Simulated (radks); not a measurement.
Results of a calculation; reference values are marked as such.
Sc XV, configuration [He] 2s2 2p3. Level of theory: scalar-relativistic Kohn-Sham, PBE, spin-polarised, spherical densities, point nucleus; open shells are filled with parallel spins first (a radial shooting solver on a logarithmic mesh with Libxc functionals).

Normalised radial functions P(r) = r R(r), r in bohr:

r	1s up	1s down	2s down
0.002666	0.4929	0.4938	0.1542
0.002982	0.5470	0.5479	0.1711
0.003309	0.6020	0.6031	0.1883
0.003701	0.6670	0.6681	0.2085
0.00414	0.7382	0.7394	0.2308
0.00463	0.8161	0.8175	0.2550
0.005179	0.9012	0.9027	0.2815
0.005747	0.9869	0.9886	0.3082
0.006428	1.0867	1.0886	0.3392
0.00719	1.1947	1.1967	0.3726
0.008042	1.3108	1.3130	0.4085
0.008995	1.4352	1.4377	0.4468
0.009981	1.5580	1.5606	0.4844
0.01116	1.6978	1.7006	0.5270
0.01249	1.8446	1.8477	0.5715
0.01397	1.9976	2.0009	0.6173
0.0155	2.1440	2.1475	0.6606
0.01733	2.3046	2.3084	0.7073
0.01939	2.4661	2.4701	0.7531
0.02169	2.6256	2.6298	0.7967
0.02426	2.7797	2.7841	0.8366
0.02691	2.9145	2.9190	0.8686
0.0301	3.0463	3.0509	0.8956
0.03367	3.1595	3.1641	0.9125
0.03766	3.2485	3.2530	0.9165
0.04212	3.3078	3.3122	0.9043
0.04674	3.3316	3.3357	0.8757
0.05228	3.3189	3.3225	0.8232
0.05848	3.2624	3.2654	0.7452
0.06541	3.1597	3.1618	0.6388
0.07316	3.0099	3.0110	0.5020
0.08118	2.8301	2.8303	0.3469
0.0908	2.5967	2.5957	0.1503
0.1016	2.3289	2.3269	-0.0747
0.1136	2.0365	2.0335	-0.3233
0.1271	1.7313	1.7273	-0.5882
0.141	1.4478	1.4431	-0.8400
0.1577	1.1547	1.1495	-1.1060
0.1764	0.8859	0.8806	-1.3529
0.1973	0.6509	0.6462	-1.5658
0.2207	0.4557	0.4520	-1.7296
0.2448	0.3119	0.3091	-1.8263
0.2739	0.1957	0.1938	-1.8617
0.3063	0.1149	0.1137	-1.8224
0.3426	0.0626	0.0619	-1.7113
0.3832	0.0314	0.0310	-1.5387
0.4252	0.0152	0.0150	-1.3378
0.4756	0.0063	0.0063	-1.0973
0.532	0.0023	0.0023	-0.8532
0.595	0.0008	0.0008	-0.6256
0.6603	0.0002	0.0002	-0.4425
0.7385	0.0001	0.0001	-0.2844
0.826	0.0000	0.0000	-0.1688
0.9239	0.0000	0.0000	-0.0917
1.033	0.0000	0.0000	-0.0451
1.147	0.0000	0.0000	-0.0212
1.283	0.0000	0.0000	-0.0084
1.435	0.0000	0.0000	-0.0029
1.605	0.0000	0.0000	-0.0009
1.795	0.0000	0.0000	-0.0002
1.991	0.0000	0.0000	-0.0001
2.228	0.0000	0.0000	0.0000
2.491	0.0000	0.0000	0.0000

1s up: eigenvalue -4989.4 eV, 0 radial nodes, <r> = 0.0729 bohr, 90 % of the charge inside 0.130 bohr. 1s down: eigenvalue -4977.8 eV, 0 radial nodes, <r> = 0.0727 bohr, 90 % of the charge inside 0.130 bohr. 2s down: eigenvalue -936.55 eV, 1 radial node at r = 0.0980 bohr, <r> = 0.323 bohr, 90 % of the charge inside 0.497 bohr.
